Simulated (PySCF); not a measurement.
F3H3SiSn. Atoms are numbered in the order given.

```xyz
8

F      1.5333    -0.8853    -1.0625
Sn     0.0000     0.0000    -0.2474
F      0.0000     1.7705    -1.0625
F     -1.5333    -0.8853    -1.0625
Si     0.0000     0.0000     2.3391
H      1.2425     0.7173     2.7698
H      0.0000    -1.4347     2.7698
H     -1.2425     0.7173     2.7698
```

Geometry: PBE-D3(BJ)/def2-SVP. The def2 effective core potentials stand for the cores of Sn; spin–orbit coupling is left out.

Calculation: r2SCAN/def2-TZVP in PySCF.

Symmetry labels are those of the subgroup Cs that the program uses (full group C3v).

### Question
List the valence orbital energies around the gap with their symmetry. (An estimate is asked for; the answer gives what the named calculation found.)

### Answer

```json
[
 {"orbital": "HOMO−7", "symmetry": "A'", "energy (eV)": "-10.34"},
 {"orbital": "HOMO−6", "symmetry": "A'", "energy (eV)": "-10.30"},
 {"orbital": "HOMO−5", "symmetry": "A'", "energy (eV)": "-9.66"},
 {"orbital": "HOMO−4", "symmetry": "A\"", "energy (eV)": "-9.66"},
 {"orbital": "HOMO−3", "symmetry": "A'", "energy (eV)": "-9.48"},
 {"orbital": "HOMO−2", "symmetry": "A\"", "energy (eV)": "-9.48"},
 {"orbital": "HOMO−1", "symmetry": "A\"", "energy (eV)": "-9.39"},
 {"orbital": "HOMO", "symmetry": "A'", "energy (eV)": "-8.67"},
 {"orbital": "LUMO", "symmetry": "A'", "energy (eV)": "-3.05"},
 {"orbital": "LUMO+1", "symmetry": "A\"", "energy (eV)": "-1.89"},
 {"orbital": "LUMO+2", "symmetry": "A'", "energy (eV)": "-1.89"},
 {"orbital": "LUMO+3", "symmetry": "A'", "energy (eV)": "-0.46"}
]
```
